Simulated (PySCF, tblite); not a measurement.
Isomers of [C6H7FO2]+ (charge +1 and doublet state), one GFN2-xTB conformer each. Single-point energies are computed at B3LYP/pcH-1 (PySCF, gas phase, no added dispersion term), electronic only. GFN2-xTB treats the open shell by occupation alone, and not every SCF solution was tested for stability.

```tsv
SMILES	GFN2-xTB relative energy (kJ/mol)
C[C@@H]1C(=[O+])CC(=O)[C@H]1F	0.0
C=C(C)C(=O)O[C]([CH2+])F	56.2
```

Conformers: `[CH3:1][C@@H:2]1[C:3](=[O+:4])[CH2:5][C:6](=[O:7])[C@H:8]1[F:9]` (charge +1 and doublet state) with C1–C2–C3–O4 54°, C2–C3–C5–C6 11°, C3–C5–C6–O7 164°, C5–C6–C8–F9 -101°; `[CH2:1]=[C:2]([CH3:3])[C:4](=[O:5])[O:6][C:7]([CH2+:8])[F:9]` (charge +1 and doublet state) with C1–C2–C4–O5 -159°, C2–C4–O6–C7 169°, C4–O6–C7–C8 11°, O6–C7–C8–H -5° and 175°.

Q: What does B3LYP/pcH-1 give for the same structures?

A: 
```csv
SMILES,B3LYP/pcH-1 E (Eh),B3LYP/pcH-1 (kJ/mol),GFN2-xTB (kJ/mol),point group
C[C@@H]1C(=[O+])CC(=O)[C@H]1F,-482.81077,0.0,0.0,C1
C=C(C)C(=O)O[C]([CH2+])F,-482.79914,30.5,56.2,C1
```

Both levels put the same isomer lowest. 

Q: What happens when harmonic zero-point energies from GFN2-xTB frequencies are added?

A: 
```json
{"SMILES": "C[C@@H]1C(=[O+])CC(=O)[C@H]1F", "ZPE (kJ/mol)": "303.3", "electronic (kJ/mol)": "0.0", "with ZPE (kJ/mol)": "0.0"}
{"SMILES": "C=C(C)C(=O)O[C]([CH2+])F", "ZPE (kJ/mol)": "294.3", "electronic (kJ/mol)": "30.5", "with ZPE (kJ/mol)": "21.5"}
```

The zero-point energies span 9.0 kJ/mol. The order is unchanged.
